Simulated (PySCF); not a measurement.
Computed properties of Mo(NH)2(OH)2 (H₄MoN₂O₂), SMILES [NH]=[Mo](=[NH])([OH])[OH], multiplicity 1

Mo(NH)2(OH)2 (H4MoN2O2), SMILES [NH]=[Mo](=[NH])([OH])[OH], multiplicity 1. Geometry: B3LYP-D3(BJ)/def2-SVP. The spin state was assumed, not searched. The def2 effective core potentials stand for the cores of Mo; spin–orbit coupling is left out. Other conformers were not sampled. All values are computed for the isolated molecule unless a solvent is named; none is compared with measurement here.

**Structure.** The optimised structure has C2 symmetry. All 21 harmonic modes at B3LYP-D3(BJ)/def2-SVP (PySCF) are real, so it is a minimum. With heavy atoms numbered as in [Mo:1](=[NH:2])(=[NH:4])([OH:6])[OH:8], the shortest bond between them is Mo1–N2 at 1.735 Å and the longest Mo1–O6 at 1.902 Å.

**Vibrations.** The strongest infrared lines (harmonic, unscaled, degenerate partners summed) lie at 3843 cm⁻¹ (272 km/mol, H 94 %), 678 cm⁻¹ (230 km/mol, O 60 %, H 33 %), 554 cm⁻¹ (227 km/mol, H 74 %, N 22 %). The softest mode is at 193 cm⁻¹ and the zero-point energy is 34.0 kcal/mol.

**Electronic structure.** CAM-B3LYP/def2-TZVP (PySCF) places the frontier levels at -9.09 and -0.29 eV, a gap of 8.80 eV, and gives a dipole moment of 1.54 D and a mean polarisability of 61.4 bohr³. PBE/def2-TZVP (PySCF) at the same geometry gives -6.34 and -2.09 eV, so its gap is 4.55 eV narrower. An orbital gap is neither the optical nor the fundamental gap.

**Excitations.** TDA-B3LYP/def2-SVPD (PySCF) has S1 at 4.39 eV (283 nm, f = 0.002, dark); the most intense of the 10 singlets computed lies at 5.77 eV (f = 0.02). T1 (TDA) is at 3.91 eV, 0.48 eV under S1. TDA-PBE/def2-SVPD (PySCF) puts S1 at 4.31 eV. No vertical singlet excitation falls in the visible range (under 3.1 eV).
